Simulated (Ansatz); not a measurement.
The cluster Cu₂Se⁺. Charge 1, multiplicity 2. Geometry r2SCAN-D4/def2-TZVP, basis def2-TZVP, Ansatz.

| atom | x (Å) | y (Å) | z (Å) |
| --- | --- | --- | --- |
| Cu1 | -1.2622 | -0.2983 | 0.6635 |
| Cu2 | 0.9449 | -0.8443 | -0.7198 |
| Se3 | 0.3174 | 1.1426 | 0.0563 |

```
run  HOMO (eV)  LUMO (eV)
  A     -14.58      -4.90
  B     -14.75      -6.84
  C     -11.24     -10.25
  D     -12.32      -9.44
  E     -11.21     -10.57
```

LC-ωPBE has ω = 0.4 bohr⁻¹. No other spin state of charge 1 was run. The structure comes from a short search, and lower isomers may exist.

HOMO and LUMO are taken over both spins.

Task: The runs used HF, LC-ωPBE, PBE, PBE0, r2SCAN. Estimate which is which.

Result: A HF (100 % exact exchange); B LC-ωPBE (range-separated); C r2SCAN (0 % exact exchange); D PBE0 (25 % exact exchange); E PBE (0 % exact exchange). Exact exchange lowers occupied and raises empty levels; among semilocal functionals meta-GGAs tend to open the gap a little, and such runs are hard to tell apart. The gap grows from 0.64 eV (PBE) to 9.68 eV (HF).
